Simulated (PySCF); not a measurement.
PySCF input for NaF, SMILES [Na][F], PBE-D3(BJ)/def2-TZVPD. Geometry optimised at PBE-D3(BJ)/def2-TZVPD.

```python
import numpy as np
from pyscf import gto, scf, dft, df
from pyscf.hessian import thermo

mol = gto.M(
    atom='''
    Na    0.00000000    0.00000000   -0.87751890
    F     0.00000000    0.00000000    1.07252311
    ''',
    basis='def2-TZVPD',
    charge=0,
    spin=0,
    max_memory=1600,
    verbose=3,
)
mf = dft.RKS(mol, xc='pbe').density_fit(auxbasis='def2-universal-jkfit')
mf.disp = 'd3bj'
mf.grids.level = 3
mf.conv_tol = 1e-11
mf.max_cycle = 100
mf.kernel()

# analytic Hessian; the response equations are solved on a coarser grid
h, args, fine = mf.Hessian(), (mf.mo_energy, mf.mo_coeff, mf.mo_occ), mf.grids
h.max_memory = max(150, 2.5e-5 * df.make_auxmol(mol, mf.with_df.auxbasis).nao * mol.nelec[0] * (mol.nelec[0] + mol.nao))  # MB; small integral blocks
h1ao = h.make_h1(mf.mo_coeff, mf.mo_occ)
mf.grids = dft.Grids(mol).set(level=1).build(with_non0tab=True)
mo1, mo_e1 = h.solve_mo1(*args, h1ao)
mf.grids = fine
hess = h.hess_elec(*args, mo1, mo_e1, h1ao) + h.hess_nuc()
if mf.do_disp():
    hess += h.get_dispersion()
for i in range(mol.natm):  # the analytic DFT Hessian lacks the response of the grid: restore translational invariance
    hess[i, i] -= hess[i].sum(axis=0)
hess = (hess + hess.transpose(1, 0, 3, 2)) / 2
vib = thermo.harmonic_analysis(mol, hess, imaginary_freq=False)
thermo.dump_normal_mode(mol, vib)
th = thermo.thermo(mf, vib['freq_au'][vib['freq_au'] > 0], 298.15, 101325)
thermo.dump_thermo(mol, th)
g0 = mf.nuc_grad_method().set(verbose=0).kernel()

# dipole derivatives [dipole axis, atom, xyz] from the same response
r, irp = mol.intor('int1e_r'), mol.intor('int1e_irp').reshape(3, 3, mol.nao, mol.nao)
sl, dm0, ok = mol.aoslice_by_atom(), np.array(mf.make_rdm1()), []
dmu = np.einsum('a,xt->xat', mol.atom_charges(), np.eye(3))
for a, (_, _, p0, p1) in enumerate(sl):
    dmu[:, a] += 2 * np.einsum('xtij,ij->xt', irp[:, :, :, p0:p1], dm0.reshape(-1, mol.nao, mol.nao).sum(0)[:, p0:p1])
    for u, c, occ, f in [(mo1, mf.mo_coeff, mf.mo_occ, 4)]:
        dmu[:, a] -= f * np.einsum('tui,xuv,vi->xt', u[a], r, c[:, occ > 0], optimize=True)
L = vib['norm_mode']
ir = 974.8801 * (np.einsum('xat,kat->kx', dmu, L) ** 2).sum(1)       # km/mol
apt = np.einsum('xax->a', dmu) / 3
print('mode   freq/cm-1   IR/(km/mol)')
for k, w in enumerate(vib['freq_wavenumber']):
    print(f'{k + 1:4d} {w:11.2f} {ir[k]:13.3f}')
print('max |gradient| / (hartree/bohr):', abs(g0).max())
print('APT charges:', apt.round(4))
```

Log of the run:

```
converged SCF energy = -262.013652178045

WARN: DFTD3 does not support analytical Hessian, using finite difference


WARN: Mole.unit (angstrom) is changed to Bohr

Mode                                 0
Irrep
Freq [cm^-1]                      510.4051
Reduced mass [au]                  20.6181
Force const [Dyne/A]                3.1647
Char temp [K]                     734.3592
Normal mode                   x     y     z
       0  Na                 0.00  0.00 -0.14
       1   F                 0.00  0.00  0.17
temperature 298.1500 [K]
pressure 101325.00 [Pa]
Rotational constants [GHz] inf 12.77628 12.77628
Symmetry number 1
Zero-point energy (ZPE) 0.00116 [Eh]   3052.900 [J/mol]
                           tot       elec      trans        rot        vib
Entropy [J/mol/K]       217.758      0.000    155.357     59.754      2.647
Cv [J/mol/K]             25.920      0.000     12.472      8.314      5.134
Cp [J/mol/K]             34.234      0.000     20.786      8.314      5.134
Internal energy [J/mol]                      3718.434   2478.956   3621.379
Internal energy [Eh]   -262.00991  -262.01365
Enthalpy [J/mol]                             6197.391   2478.956   3621.379
Enthalpy [Eh]          -262.00897
Gibbs free energy [J/mol]                  -40122.408 -15336.602   2832.219
Gibbs free energy [Eh] -262.03370
mode   freq/cm-1   IR/(km/mol)
   1      510.41        59.040
max |gradient| / (hartree/bohr): 7.129108986260875e-05
APT charges: [ 0.8243 -0.8243]
```

Self-consistency was reached.

Cost: about 6 core-seconds (a rough figure).
